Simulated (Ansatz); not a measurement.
Species: [Nb(Cl)4(NH2)] (charge 0, multiplicity 1).

Q: Give a relaxed geometry from r2SCAN-D4/def2-SVP run with Ansatz (a first-principles code).

A: One answer among several that fit: the end point of this relaxation, one of several conformers.
Cartesian coordinates (Å) in one orientation:
```xyz
8

Nb     0.011    -0.021     0.077
Cl    -0.495     1.421     1.797
Cl    -0.459     1.582    -1.553
Cl    -1.562    -1.480    -0.754
Cl     0.885    -1.624     1.532
N      1.806    -0.002    -0.685
H      2.570    -0.582    -0.342
H      2.079     0.590    -1.468
```
